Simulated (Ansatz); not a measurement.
`C[SiH](F)[InH2]` + NH₃ → `C[SiH](N)[InH2]` + H–F at 298.15 K and 1 bar (ligand exchange at the Si–F bond).

Computed with Ansatz on PBE0-D4/def2-TZVP structures; ΔE is electronic, products minus reactants. CCSD(T)/CBS is the MP2 limit (def2-TZVPP, def2-QZVPP) plus CCSD(T) − MP2 in def2-TZVPP, frozen cores. This one scheme is used for every species. def2 core potentials past Kr. For In outer-core shells are correlated without core-valence functions, which leaves a few kJ/mol of doubt a bond. Each species was taken in one conformer, which may not be the lowest.

| species | CCSD(T)/CBS energy (Eh) | H − E (kJ/mol) | S (J/(mol·K)) |
| --- | --- | --- | --- |
| `C[SiH](F)[InH2]` | -620.39478 | 180.8 | 375.2 |
| NH₃ | -56.50880 | 100.5 | 192.4 |
| `C[SiH](N)[InH2]` | -576.47602 | 244.2 | 386.5 |
| H–F | -100.39570 | 33.5 | 173.6 |

H − E and S are ideal-gas, rigid-rotor, harmonic terms from PBE0-D4/def2-TZVP, for one conformer and one mirror image of each species. 1 Eh = 2625.50 kJ/mol, R = 8.31446 J/(mol·K).

Task: By hand: ΔE, ΔH, ΔS and ΔG.

Result: ΔE = (-576.47602) + (-100.39570) − (-620.39478) − (-56.50880) = 0.03186 Eh = 83.6 kJ/mol. Δ(H − E) = 244.2 + 33.5 − 180.8 − 100.5 = -3.6, so ΔH = 80.0 kJ/mol. ΔS = 386.5 + 173.6 − 375.2 − 192.4 = -7.5 J/(mol·K). ΔG = 80.0 − 298.15 × (-7.5)/1000 = 82.2 kJ/mol.

Task: By hand: the equilibrium constant, and the temperature at which ΔG would vanish if ΔH and ΔS stayed fixed.

Result: log₁₀ K = −ΔG/(RT ln 10) = -14.4. ΔH and −TΔS have one sign here, so there is no such temperature.

The number of gas molecules stays the same, so ΔS is small and ΔH decides. A doubt of 5 kJ/mol in ΔE shifts log₁₀ K by 0.9 here. Other conformers and mirror images would add mixing entropy, several J/(mol·K) or more a flexible species. These are equilibria of isolated gas molecules and say nothing of rates. Largest T1 diagnostic: 0.013 (customary marks: 0.02 for closed shells, 0.045 for open ones).

ΔS is within the doubt of such terms, so its sign, and with it that verdict, could turn.
